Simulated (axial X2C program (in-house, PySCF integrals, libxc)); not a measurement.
# FeF⁺: from the spin-free to the two-component result

Calculated with an in-house all-electron X2C program for linear molecules (integrals from PySCF). Spin-free means the one-electron spin-free X2C Hamiltonian; two-component (2c) means X2C with spin–orbit coupling and atomic mean-field two-electron Coulomb and Gaunt terms, so the difference of the two also holds small scalar two-electron terms. Basis: Fe dyall-cv3z [9s10p6d3f2g], F dyall-av3z [7s6p3d2f] (cores contracted in-house); Gaussian nuclei, density fitting, unrestricted open shells. Masses: Fe 55.935 u, F 18.998 u.

Spin-free state: M_S = 2, Λ = 2 (beyond evenly filled blocks: σα, π+α, π-α, δ+α, δ+β, δ-α); fragments Fe+ + F.

| level | Re (Å) | ωe (cm⁻¹) | De (eV) | μ (D) |
| --- | --- | --- | --- | --- |
| PBE0 | 1.687 | 795.4 | 3.977 | -5.72 |
| HF | 1.730 | 783.8 | 1.945 | -7.49 |
| MP2 | 1.712 | 770.7 | 4.319 | n/a |
| CCSD | 1.708 | 785.1 | 3.977 | n/a |
| CCSD(T) | 1.708 | 780.0 | n/a | n/a |
| r2SCAN | 1.681 | 795.3 | 3.894 | -5.26 |

Correlated methods: 14 electrons correlated (number of frozen shells: Fe 3 s, 2 p; F 1 s), 250 virtual spin orbitals or spinors in MP2, 90 natural virtuals in coupled cluster.

Dipoles are positive if F is the positive end and refer to the centre of mass.

Two-component determinant lowest at the distance of the search:

Ω = 4 (⟨Sz⟩ = 2.00, ⟨Lz⟩ = 2.00 at HF); fragments Fe+ + F.

```tsv
level	Re (Å)	ωe (cm⁻¹)	μ (D)
PBE0	1.688	795.1	-5.72
HF	1.731	783.5	-7.49
MP2	1.713	770.2	n/a
CCSD	1.709	784.7	n/a
CCSD(T)	1.709	779.6	n/a
r2SCAN	1.682	794.9	-5.26
```

(1) From the two tables, how do the constants change at the CCSD(T) level (2c against spin-free)?

The state is one determinant whose occupation by symmetry is held fixed; it was picked as the lowest of a PBE0 search that is not exhaustive. Dissociation energies refer to the lowest single-determinant-based atoms at the same level and basis. De is not given where an atomic determinant may have missed its ground term or J level, or where the truncated virtual space spoils (T). Density functionals use the spin component along the axis (collinear). Coupled cluster ran in a truncated set of natural virtual spinors; the MP2 energy of the rest was added. (T) has no such correction and the atoms are truncated less, which lowers De at CCSD(T) by a hundredth of an eV or more. PBE0 can misorder states that lie within some tenths of an eV, so this need not be the ground state of the molecule. The nearest other spin-free determinant of the search, M_S = 2, Λ = 1, lies 0.46 eV up at the distance of the search. The functionals have no current-density term, which raises determinants with orbital currents, atoms included. With several unpaired electrons one determinant need not be a pure state. Open-shell Ω = 0 determinants with evenly filled partner blocks cannot be reached by this program, so the Ω shown need not be the lowest component.

Answers

(1) At the CCSD(T) level Re is unchanged within 0.001 Å and ωe goes down by 0.4 cm⁻¹.
